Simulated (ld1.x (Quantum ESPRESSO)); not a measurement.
# u(r) = r·R(r): atom against pseudo-atom (Sn (Z = 50))

Columns: radius, all-electron u(r) and pseudo u(r) of the 4d shell (level -27.28 eV) of tin in the configuration [Kr] 4d10 5s2 5p2; PBE, non-relativistic, PAW scheme, ld1.x (Quantum ESPRESSO) 7.5.

```json
{"r (bohr)": "0.155", "all-electron": "0.4943", "pseudo": "-0.0094"}
{"r (bohr)": "0.310", "all-electron": "0.3158", "pseudo": "-0.0694"}
{"r (bohr)": "0.465", "all-electron": "-0.3155", "pseudo": "-0.2040"}
{"r (bohr)": "0.620", "all-electron": "-0.7907", "pseudo": "-0.3979"}
{"r (bohr)": "0.775", "all-electron": "-1.0074", "pseudo": "-0.6031"}
{"r (bohr)": "0.930", "all-electron": "-1.0365", "pseudo": "-0.7616"}
{"r (bohr)": "1.085", "all-electron": "-0.9645", "pseudo": "-0.8326"}
{"r (bohr)": "1.240", "all-electron": "-0.8503", "pseudo": "-0.8101"}
{"r (bohr)": "1.395", "all-electron": "-0.7264", "pseudo": "-0.7214"}
{"r (bohr)": "1.550", "all-electron": "-0.6086", "pseudo": "-0.6088"}
{"r (bohr)": "1.705", "all-electron": "-0.5037", "pseudo": "-0.5037"}
{"r (bohr)": "1.860", "all-electron": "-0.4136", "pseudo": "-0.4136"}
{"r (bohr)": "2.015", "all-electron": "-0.3377", "pseudo": "-0.3377"}
{"r (bohr)": "2.170", "all-electron": "-0.2748", "pseudo": "-0.2748"}
{"r (bohr)": "2.325", "all-electron": "-0.2231", "pseudo": "-0.2231"}
{"r (bohr)": "2.480", "all-electron": "-0.1807", "pseudo": "-0.1807"}
{"r (bohr)": "2.635", "all-electron": "-0.1461", "pseudo": "-0.1461"}
{"r (bohr)": "2.790", "all-electron": "-0.1180", "pseudo": "-0.1180"}
{"r (bohr)": "2.945", "all-electron": "-0.0952", "pseudo": "-0.0952"}
{"r (bohr)": "3.100", "all-electron": "-0.0767", "pseudo": "-0.0767"}
{"r (bohr)": "3.255", "all-electron": "-0.0618", "pseudo": "-0.0618"}
{"r (bohr)": "3.410", "all-electron": "-0.0497", "pseudo": "-0.0497"}
{"r (bohr)": "3.565", "all-electron": "-0.0400", "pseudo": "-0.0400"}
{"r (bohr)": "3.720", "all-electron": "-0.0321", "pseudo": "-0.0321"}
{"r (bohr)": "3.875", "all-electron": "-0.0258", "pseudo": "-0.0258"}
{"r (bohr)": "4.030", "all-electron": "-0.0208", "pseudo": "-0.0208"}
```

Q: How many radial nodes do the two functions have?

A: The all-electron 4d function has n − l − 1 = 1; the pseudo-wave has 0, since the states of the same l below it are removed with the core.

Q: At about which radius was the pseudo-wave matched?

A: 1.65 bohr, where the columns begin to agree (steps of 0.15 bohr).

Q: Where does each function peak?

A: Outermost all-electron maximum near 0.93 bohr, pseudo maximum near 1.08 bohr (to the table’s step).

Q: Is the pseudo-wave norm-conserving?

A: No, it belongs to a PAW set: the norm inside the radius is not constrained, and the difference is carried by the augmentation charge.
